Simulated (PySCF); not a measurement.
# A small calculation by hand: entropy of an ideal gas

B(OH)(SeH)2 (BH3OSe2), SMILES [SeH]B(O)[SeH].

Geometry: PBE0-D3(BJ)/def2-SVP. This is a generated structure with no PubChem entry under its InChIKey; it may be hypothetical. The values are those of a single conformer.

PBE0-D3(BJ)/def2-SVP in PySCF 2.14.0 gives the harmonic wavenumbers 145, 160, 278, 302, 398, 445, 485, 681, 757, 822, 1083, 1366, 2432, 2462, 3920 cm⁻¹ and the rotational temperatures 0.2540, 0.0529, 0.0438 K. The molar mass is 187.78 g/mol, the symmetry number 1, the spin multiplicity 1.

Q: Work out the entropy at 298.15 K and 1 atm in the rigid-rotor, harmonic-oscillator model.

A: 
Translation (Sackur–Tetrode at 1 atm): S = R[1.5 ln M + 2.5 ln T − 1.16487] = 174.0 J/(mol K).
Rotation: q = (√π/σ) T^1.5/√(θA θB θC) = 376000, S = R[ln q + 3/2] = 119.2 J/(mol K).
Vibration: with u = 1.4388 ν/T, each mode gives R[u/(e^u − 1) − ln(1 − e^−u)]:
| ν (cm⁻¹) | modes | u | S (J/(mol K)) |
|---|---|---|---|
| 145 | 1 | 0.70 | 11.45 |
| 160 | 1 | 0.77 | 10.67 |
| 278 | 1 | 1.34 | 6.47 |
| 302 | 1 | 1.46 | 5.88 |
| 398 | 1 | 1.92 | 4.06 |
| 445 | 1 | 2.15 | 3.39 |
| 485 | 1 | 2.34 | 2.92 |
| 681 | 1 | 3.29 | 1.38 |
| 757 | 1 | 3.65 | 1.03 |
| 822 | 1 | 3.97 | 0.80 |
| 1083 | 1 | 5.23 | 0.28 |
| 1366 | 1 | 6.59 | 0.09 |
The stiffer modes add less than 0.005 each. Sum 48.4 J/(mol K).
Spin: R ln 1 = 0.0 J/(mol K).
Total 341.7 J/(mol K); the program's own thermochemistry gives 341.6. Translation makes up 51 % and vibration 14 %. Anharmonicity, hindered rotation and orbital degeneracy are left out.
